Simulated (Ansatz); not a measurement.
GeH, SMILES [GeH] (connectivity only; charge and spin as stated), neutral, multiplicity 2.

The structure is a stationary point at PBE0-D3(BJ)/def2-TZVPD.

Two levels are set side by side: PBE/def2-TZVPD (Ansatz, a first-principles code) and PBE0/def2-TZVPD (Ansatz). Energy differences of separate SCF runs at the same geometry; the states with an electron removed or added have multiplicity 1 and 3. Differences are taken from unrounded values.

| quantity | PBE0 |
|---|---|
| vertical ionisation energy (eV) | 7.80 |
| vertical electron affinity (eV) | 1.02 |

What does PBE give, and how far is it from PBE0? (An estimate is asked for; the answer gives what the named calculation found.)


| quantity | PBE | PBE minus PBE0 |
|---|---|---|
| vertical ionisation energy (eV) | 7.76 | -0.04 |
| vertical electron affinity (eV) | 0.96 | -0.05 |
